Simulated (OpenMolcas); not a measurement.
## P⁺: effect of the active space

```
Program             : OpenMolcas 26.06
Method              : SS-CASPT2, IPEA 0.25 Eh, imaginary shift 0.1 Eh
Basis               : ANO-RCC-VDZP
Scalar Hamiltonian  : DKH2, point nucleus
Spin-orbit coupling : RASSI with atomic mean-field integrals over the reference wave functions, term energies averaged over their components
```

A. 2 electrons in 3 orbitals (3p); 2S+1 = 3 even, 3 roots; 2S+1 = 1 even, 6 roots; closed shells correlated: 2s 2p 3s; CASPT2 step about 0.6 core-seconds
B. 4 electrons in 4 orbitals (3s 3p); 2S+1 = 3 even, 3 roots; 2S+1 = 1 even, 6 roots; 2S+1 = 5 odd, 1 root; 2S+1 = 3 odd, 9 roots; 2S+1 = 1 odd, 8 roots; closed shells correlated: 2s 2p; CASPT2 step roughly 1.9 core-seconds

Energies in cm⁻¹ above 3s² 3p² ³P₀, the measured ground level; measured values from NIST Handbook of Basic Atomic Spectroscopic Data.

```csv
Level,A,B,Measured
3s² 3p² ³P₀,0.0,0.0,0.0
3s² 3p² ³P₁,149,147,165
3s² 3p² ³P₂,429,421,469
3s² 3p² ¹D₂,10200,9830,8882
3s² 3p² ¹S₀,23380,21190,21576
```

Deviations, from unrounded energies. A percentage is the sum of absolute deviations over the sum of measured energies, with the sign that they share, or ± where signs differ.

```json
{"Against measurement": "mean absolute deviation (cm-1)", "Levels": "4", "A": "790", "B": "350"}
{"Against measurement": "fine structure of the ground term (%)", "Levels": "2", "A": "-8.8", "B": "-10.5"}
{"Against measurement": "other terms of the ground configuration (%)", "Levels": "2", "A": "+10.2", "B": "±4.4"}
```

B lies closest to measurement on these levels. The largest miss of B in the table is 3s² 3p² ¹D₂, by +950 cm-1. The ranking rests on the paired levels alone, and a cruder setting can come out closer through cancelling errors.

Between A and B the level of the table that moves most is 3s² 3p² ¹S₀, by 2200 cm-1 (lowest in B, highest in A). Moves below CASPT2's spread within the term are not significant.

CASPT2 breaks the degeneracy within a term, and the mean is taken; among the terms shown or strongly mixed into the levels shown the widest spread is 320 cm-1 (3s² 3p² ¹D, A). Over all roots computed the reference weight is 0.87 to 0.99 in B; the roots of lowest weight are the least certain, and an intruder state may touch them. With the s shell closed, the reference lacks s² → p² mixing (holds for A). Measured partners are found by configuration, term and J. A level has none where our copy of the source lacks it or the pairing is in doubt (some pairs that miss far off the trend of their configuration count as doubtful), and it then counts in no deviation. Only configurations of the active space appear. The table leaves out levels that lie high or whose names do not pair safely across all columns.
